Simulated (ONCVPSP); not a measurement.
# What one change does to a pseudopotential (sulfur, ONCV)

```json
{
  "Element": "sulfur",
  "Generator": "ONCVPSP 4.0.1",
  "Type": "optimised norm-conserving Vanderbilt (ONCV)",
  "Functional": "PBE",
  "Relativity": "scalar-relativistic",
  "Frozen core": "[He]",
  "Valence charge": "14",
  "Reference configuration": "2s2 2p6 3s2 3p4",
  "Partial waves": "2s+3s: rc 0.75 bohr, ncon 4, nbas 9, qcut 14.4 1/bohr, 3 projectors, debl 2.6 Ha; 2p+3p: rc 0.95 bohr, ncon 3, nbas 6, qcut 17.6 1/bohr, 2 projectors; d scattering state at 0.23 Ha: rc 0.85 bohr, ncon 4, nbas 8, qcut 10.7 1/bohr, 1 projector",
  "Local potential": "polynomial inside 0.60 bohr (lpopt 5, dvloc0 0 Ha)",
  "Core correction": "Teter function fitted to the true core (icmod 2), fcfact 0.35"
}
```

Change: all radii but the core radius scaled by about 1.20 (s 0.90, p 1.14, d 1.02 bohr); local potential polynomial inside 0.72 bohr (lpopt 5, dvloc0 0 Ha).

Cutoffs: the cutoffs (Ha) at which the residual kinetic energy of the hardest occupied pseudo-wave falls to 1 and 0.1 mHa per electron; they do not see the model core or the augmentation charge, which bear on the density cutoff. Errors are all-electron minus pseudo energies relative to the spin-unpolarised reference configuration.

Q: What does the change do?

A: The potential gets softer (100 Ha and 113 Ha → 80 Ha and 95 Ha); of the 4 tests that both files solve, the error grows in 1 and shrinks in 2 by more than 15 % and 0.3 meV (median size 6.3 → 3.6 meV); neither file shows a bound ghost. A larger radius leaves more room for a smooth pseudo-wave, so fewer plane waves are needed.

| quantity | base | changed |
| --- | --- | --- |
| cutoff, loose | 100 Ha | 80 Ha |
| cutoff, tight | 113 Ha | 95 Ha |
| loose cutoff by channel | s 64 Ha, p 100 Ha | s 45 Ha, p 80 Ha |
| bound ghosts | none | none |
| GHOST(+) flags under 300 eV | none | none |
| error for 2s2 2p6 3s2 3p3, meV [ΔE 11.77 eV] | +0.3 | -0.1 |
| error for 2s2 2p6 3s2 3p2, meV [ΔE 34.05 eV] | +2.5 | +1.2 |
| error for 2s2 2p6 3s2 3p1, meV [ΔE 68.09 eV] | +10 | +5.9 |
| error for 2s1 2p6 3s2 3p4, meV [ΔE 227.31 eV] | -664 | -868 |
| rms error of d²Exc/dni dnj with the model core, mHa | 2.26 | 2.39 |
